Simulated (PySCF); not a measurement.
## Two-component Hartree-Fock for Ho³⁷⁺ (holmium, charge +37)

Start: [Ar] 3d10 4s2. Calculated with PySCF 2.14 in an even-tempered Gaussian basis (17 s from 4.1 bohr⁻², ratio 2.8; 13 p from 5.4 bohr⁻², ratio 2.8; 8 d from 9.5 bohr⁻², ratio 2.8; 4 f from 22 bohr⁻², ratio 3): generalised Hartree-Fock with the X2C-1e Hamiltonian and a Gaussian nucleus; one run each with spin-orbit coupling (SO) switched off, then screened by Boettger's factors.

```json
{"spinor shell": "1s1/2", "electrons": "2", "ε, spin-free (eV)": "-57518.4", "ε, screened SO (eV)": "-57507.2", "weight of nominal j (screened SO)": "1.000", "rms radius, screened SO (bohr)": "0.0236"}
{"spinor shell": "2s1/2", "electrons": "2", "ε, spin-free (eV)": "-11062.5", "ε, screened SO (eV)": "-11059.2", "weight of nominal j (screened SO)": "1.000", "rms radius, screened SO (bohr)": "0.0951"}
{"spinor shell": "2p1/2", "electrons": "2", "ε, spin-free (eV)": "-9981.2", "ε, screened SO (eV)": "-10590.2", "weight of nominal j (screened SO)": "1.000", "rms radius, screened SO (bohr)": "0.0812"}
{"spinor shell": "2p3/2", "electrons": "4", "ε, spin-free (eV)": "-9981.2", "ε, screened SO (eV)": "-9725.1", "weight of nominal j (screened SO)": "1.000", "rms radius, screened SO (bohr)": "0.0879"}
{"spinor shell": "3s1/2", "electrons": "2", "ε, spin-free (eV)": "-3671.6", "ε, screened SO (eV)": "-3670.7", "weight of nominal j (screened SO)": "1.000", "rms radius, screened SO (bohr)": "0.242"}
{"spinor shell": "3p1/2", "electrons": "2", "ε, spin-free (eV)": "-3331.9", "ε, screened SO (eV)": "-3466.5", "weight of nominal j (screened SO)": "1.000", "rms radius, screened SO (bohr)": "0.233"}
{"spinor shell": "3p3/2", "electrons": "4", "ε, spin-free (eV)": "-3331.9", "ε, screened SO (eV)": "-3274.7", "weight of nominal j (screened SO)": "1.000", "rms radius, screened SO (bohr)": "0.246"}
{"spinor shell": "3d3/2", "electrons": "4", "ε, spin-free (eV)": "-2915.9", "ε, screened SO (eV)": "-2940.6", "weight of nominal j (screened SO)": "1.000", "rms radius, screened SO (bohr)": "0.216"}
{"spinor shell": "3d5/2", "electrons": "6", "ε, spin-free (eV)": "-2915.9", "ε, screened SO (eV)": "-2898.9", "weight of nominal j (screened SO)": "1.000", "rms radius, screened SO (bohr)": "0.220"}
{"spinor shell": "4s1/2", "electrons": "2", "ε, spin-free (eV)": "-1708.0", "ε, screened SO (eV)": "-1707.8", "weight of nominal j (screened SO)": "1.000", "rms radius, screened SO (bohr)": "0.511"}
```

```csv
quantity,spin-free,screened SO
E (hartree),-11787.43626,-11796.96011
M_J,0,0
⟨J²⟩,0.000,0.000
⟨L²⟩,0.000,0.040
⟨S²⟩,0.000,0.040
```

Breit and QED terms are absent; they matter most for the inner s and p1/2 levels.

Densities and radii are taken from the X2C orbitals without a picture-change correction, which distorts them close to the nucleus.

Without spin-orbit coupling the j labels of p, d and f shells carry no meaning; the spin-free column gives the mean over the occupied spinors of each nl shell.
